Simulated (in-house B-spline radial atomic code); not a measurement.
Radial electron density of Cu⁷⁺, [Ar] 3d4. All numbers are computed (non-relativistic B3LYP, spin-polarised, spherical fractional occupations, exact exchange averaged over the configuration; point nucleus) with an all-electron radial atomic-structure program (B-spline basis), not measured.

Columns: r (bohr), 4πr²n(r) (electrons per bohr), bar.

```
 0.00233   0.9925 #
 0.00277    1.367 ##
  0.0033    1.882 ##
 0.00392    2.562 ###
 0.00467    3.481 ####
 0.00555    4.672 #####
 0.00661    6.232 #######
 0.00786    8.197 #########
 0.00935    10.64 ############
  0.0111    13.56 ###############
  0.0132    16.98 ###################
  0.0158    20.95 #######################
  0.0187    24.86 ############################
  0.0223    28.79 ################################
  0.0265    32.07 ####################################
  0.0316    34.33 ######################################
  0.0376    35.07 #######################################
  0.0447    34.23 ######################################
  0.0532    32.15 ####################################
  0.0633    29.71 #################################
  0.0753     28.2 ###############################
  0.0896    28.78 ################################
   0.107    31.84 ###################################
   0.127    36.16 ########################################
   0.151     39.6 ############################################
    0.18    39.64 ############################################
   0.214    35.15 #######################################
   0.254    27.64 ###############################
   0.302    20.32 #######################
    0.36    16.51 ##################
   0.428    17.05 ###################
   0.509     19.4 ######################
   0.606    20.03 ######################
   0.721    17.17 ###################
   0.858    11.86 #############
    1.02    6.539 #######
    1.21    2.857 ###
    1.45    0.897 #
    1.72    0.225 
    2.05  0.03904 
    2.43 0.004906
```

On this grid the curve has 3 maxima, near 0.0376, 0.18, 0.606 bohr.

The 3d up radial function P(r) = rR(r), positive near the nucleus:

```csv
r (bohr),P
0.0187,0.001818
0.0265,0.004813
0.0376,0.01243
0.0532,0.03067
0.0753,0.07197
0.107,0.1592
0.151,0.3174
0.214,0.5696
0.302,0.8809
0.428,1.145
0.606,1.19
0.858,0.9361
1.21,0.523
1.72,0.1778
2.43,0.03106
```
